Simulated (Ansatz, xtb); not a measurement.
**Isomers of C3H8GeS in order of energy**

3 gas-phase structures of C3H8GeS, from a drawn sample of its isomers (lower ones may exist). Each was relaxed with GFN2-xTB:

A. `S[C@@H]1C[C@H]1[GeH3]`, a singlet
B. `S[C@@H]1C[C@@H]1[GeH3]`, a singlet
C. `S[C]1([GeH3])CC1`, a singlet

Estimate their order in r2SCAN-D4/def2-SVP energy at these geometries, lowest first.

Calculated order at r2SCAN-D4/def2-SVP: C (0.000), A (0.021), B (0.043) eV. Less than 1 kcal/mol parts C and A; A and B, so the order within those pairs means little.

Energies above the lowest of each column, in eV; the last columns are at PBE-D3(BJ)/def2-SVP geometries:

```tsv
structure	GFN2-xTB	HF/STO-3G	r2SCAN-D4/def2-SVP	PBE-D3(BJ)/def2-SVP	CCSD(T)/def2-SVP + ΔMP2/def2-TZVPP
C	0.052	0.118	0.000	0.007	0.000
A	0.067	0.000	0.021	0.026	0.014
B	0.000	0.077	0.043	0.000	0.015
```

CCSD(T)/def2-SVP + ΔMP2/def2-TZVPP has A and B and C within 1 kcal/mol of each other at the bottom, and every level picks one of them. Flexible structures stand in one conformer each, not always the lowest. ΔMP2 is the change of the MP2 energy from the smaller to the larger basis.

Programs: Ansatz 0.2.0, xtb 6.7.1.
